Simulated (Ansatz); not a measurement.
Consider the ligand exchange at a Zn–C bond: `[SiH3]C1N=[C]1[ZnH]` + CH₃OH → `C[O][ZnH]` + `[SiH3]C1C=N1`.

Gas-phase electronic energies from Ansatz, PBE0-D4/def2-TZVP geometries. CCSD(T)/CBS is the MP2 limit (def2-TZVPP, def2-QZVPP) plus CCSD(T) − MP2 in def2-TZVPP, frozen cores. This one scheme is used for every species. DFT in def2-TZVPP. B3LYP here is the variant with VWN-RPA as its local correlation; programs differ in this. For Zn outer-core shells are correlated without core-valence functions, which leaves a few kJ/mol of doubt a bond. Scalar relativity is left out up to krypton.

```csv
level,ΔE (kcal/mol),difference from CCSD(T)/CBS
PBE-D4,-2.9,0.5
B3LYP-D4,-3.7,-0.3
B2PLYP,-4.1,-0.7
PBE0,-2.3,1.1
CCSD/def2-TZVPP,-2.7,0.7
HF/def2-QZVPP,-4.1,-0.7
MP2/def2-QZVPP,-3.2,0.2
SCS-MP2/def2-QZVPP,-3.8,-0.4
HF/CBS(def2),-4.2,-0.8
CCSD/CBS(def2),-3.6,-0.2
CCSD(T)/CBS,-3.4,0
```

Largest T1 diagnostic among the species: 0.017.

From PBE to PBE0 (25 % exact exchange), in def2-TZVPP and without D4, ΔE moves by +1.0 kcal/mol. In def2-TZVPP, CCSD(T) changes the Hartree–Fock value by +0.9 kcal/mol (the triples alone add +0.2 kcal/mol) and MP2 by +1.0 kcal/mol.
